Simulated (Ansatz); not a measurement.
Consider the cleavage of the Si–Ge bond: `[SiH3][GeH2][B](Cl)Cl` + `[CH3][Mg][OH]` → `[CH3][Mg][O][SiH3]` + `Cl[B](Cl)[GeH3]`.

Computed with Ansatz on PBE0-D4/def2-TZVP structures; ΔE is electronic, products minus reactants. CCSD(T)/CBS adds triple-zeta CCSD(T) − MP2 to the extrapolated MP2 energy (def2 sets, frozen cores). DFT in def2-TZVPP. B3LYP here is the variant with VWN-RPA as its local correlation; programs differ in this. For Ge, Mg outer-core shells are correlated without core-valence functions, which leaves a few kJ/mol of doubt a bond. Scalar relativity is left out up to krypton. Each species was taken in one conformer, which may not be the lowest.

| species | B3LYP-D4 energy (Eh) |
| --- | --- |
| `[SiH3][GeH2][B](Cl)Cl` | -3314.99192 |
| `[CH3][Mg][OH]` | -315.93571 |
| `[CH3][Mg][O][SiH3]` | -606.71327 |
| `Cl[B](Cl)[GeH3]` | -3024.25129 |

Work out ΔE.

ΔE = (-606.71327) + (-3024.25129) − (-3314.99192) − (-315.93571) = -0.03693 Eh = -1.00 eV. CCSD(T)/CBS gives -1.03 eV.

Largest T1 diagnostic among the species: 0.013.

From PBE to PBE0 (25 % exact exchange), in def2-TZVPP and without D4, ΔE moves by −0.08 eV. In def2-TZVPP, CCSD(T) changes the Hartree–Fock value by +0.29 eV (the triples alone add +0.03 eV) and MP2 by +0.28 eV.
